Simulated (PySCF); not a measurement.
Gas-phase reaction: GaBr3 + 2 GaCl3 = 3 GaBr + 6 Cl

Computed with PySCF (xtb for GFN2) and rigid-rotor harmonic-oscillator thermochemistry at 1 bar. † marks an energy on the PBE0/def2-TZVP geometry and frequencies; other levels use their own. MP2 freezes the core. Open shells (unrestricted): Cl (multiplicity 2, electronic degeneracy 6); the rest are closed-shell singlets. GFN2 has no spin-polarisation term. Spin-orbit splitting is ignored; it lowers the true energy and changes the entropy of Cl. B3LYP is the form with VWN-RPA correlation. Br, Ga: all electrons, no relativistic terms. MP2 isn't extrapolated to the basis-set limit; its ΔH°(298 K) is 1895.0 kJ in def2-SVP and 1999.5 kJ in def2-TZVPP. The harmonic model lacks anharmonicity and excited electronic states, which grow with temperature; levels with a mode under 35 cm⁻¹ are left out. Soft modes under 120 cm⁻¹ make the harmonic entropy rough for GaBr3.

```tsv
level	ΔE electronic, kJ	ΔH°(298 K), kJ	ΔS°(298 K), J/K	ΔG°(1200 K), kJ
B3LYP/def2-TZVP†	1720	1710	753	810
GFN2-xTB	1883	1875	734	999
HF/def2-TZVP†	1445	1435	753	534
MP2/def2-SVP†	1905	1895	753	994
PBE0/def2-SVP†	1886	1876	753	976
ωB97X-V/def2-TZVP†	1921	1911	753	1010
```
ΔH° is lowest at HF/def2-TZVP† and highest at ωB97X-V/def2-TZVP†. No reference value is set beside these.
